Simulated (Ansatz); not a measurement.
Reaction (formal exchange of groups at a Ga–O bond): `C[O][Ga]([OH])[O]C` + `O=CCCl` → `C[O][Ga]([OH])[Cl]` + `COCC=O`

Computed with Ansatz on PBE0-D4/def2-TZVP structures; ΔE is electronic, products minus reactants. CCSD(T)/CBS adds triple-zeta CCSD(T) − MP2 to the extrapolated MP2 energy (def2 sets, frozen cores). DFT in def2-TZVPP. B3LYP here is the variant with VWN-RPA as its local correlation; programs differ in this. For Ga outer-core shells are correlated without core-valence functions, which leaves a few kJ/mol of doubt a bond. Scalar relativity is left out up to krypton. One conformer a species, not always the lowest.

| species | B3LYP energy (Eh) |
| --- | --- |
| `C[O][Ga]([OH])[O]C` | -2231.20021 |
| `O=CCCl` | -613.51847 |
| `C[O][Ga]([OH])[Cl]` | -2576.28395 |
| `COCC=O` | -268.45768 |

Problem. Work out ΔE.

Solution. ΔE = (-2576.28395) + (-268.45768) − (-2231.20021) − (-613.51847) = -0.02295 Eh = -60.3 kJ/mol. CCSD(T)/CBS gives -55.9 kJ/mol.

Largest T1 diagnostic among the species: 0.014.

From PBE to PBE0 (25 % exact exchange), in def2-TZVPP and without D4, ΔE moves by −5.1 kJ/mol. In def2-TZVPP, CCSD(T) changes the Hartree–Fock value by +14.7 kJ/mol (the triples alone add +1.6 kJ/mol) and MP2 by +18.2 kJ/mol.
